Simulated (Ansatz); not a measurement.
CH5BFGaO (`CO[B](F)[GaH2]`), charge 0, multiplicity 1.

**Question.** Give a relaxed structure at PBE0-D4/def2-TZVP (Ansatz). (Estimate.)

**Answer.** Computed: 
Cartesian coordinates in Å:
```
C -1.438 -0.769 -1.067
O -0.140 -0.418 -0.601
B 0.080 0.341 0.487
F -0.966 0.805 1.188
Ga 2.061 0.771 1.052
H -1.543 -0.413 -2.093
H -1.525 -1.856 -1.059
H -2.223 -0.335 -0.448
H 2.868 -0.164 2.029
H 2.826 2.038 0.513
```
Point group Cs.
This is one stationary point; other conformers may exist.
